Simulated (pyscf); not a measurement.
PySCF, gas phase, ωB97X-D3(BJ)/def2-SVP geometries.

Q: Estimate the classical barrier height and the reaction energy of Cl–GeH₃ (SMILES [Cl][GeH3]) + GeH₂ (SMILES [GeH2]) [singlet] → GeH₄ (SMILES [GeH4]) + Cl–GeH: (SMILES [Cl][GeH]) [singlet] at ωB97M-D3(BJ)/def2-TZVP. The step runs on the singlet surface, breaks Cl–Ge, Ge–H and forms Ge–H, Cl–Ge; take the separated reactants as zero.

A: ΔE‡ = 1.9 kcal/mol, ΔE = -13.7 kcal/mol. CCSD(T)/def2-TZVPP + ΔMP2(QZVPP) gives 1.9 kcal/mol and -13.6 kcal/mol. Zero-point energy shifts the barrier by +2.5 kcal/mol. It is a four-centre exchange, with an imaginary mode of 228i cm⁻¹. On the reactant side the descent ends in an adduct with a Cl–Ge contact, 13.6 kcal/mol under the separated species and 11.0 kcal/mol under the saddle at ωB97X-D3(BJ)/def2-TZVP. On the product side the descent ends in a bound adduct, 8.2 kcal/mol under the separated species and 19.4 kcal/mol under the saddle at ωB97X-D3(BJ)/def2-TZVP. What is counted as formed (Cl–Ge) is already present as a longer contact in the reactant adduct; forming that adduct is a step of its own. At ωB97X-D3(BJ)/def2-TZVP the barrier from the zero used here is -2.5 kcal/mol. One saddle was located; it need not be the lowest between these sides. The CCSD(T) − MP2 part came from Ansatz, without density fitting, on the same reference. The frozen core leaves the outer d or s,p core shells of the metals and heavy elements correlated in the MP2 and CC values, and def2-TZVPP describes them poorly, which can shift differences by a few kcal/mol. Elements up to Kr have no core potential and no relativistic terms here.
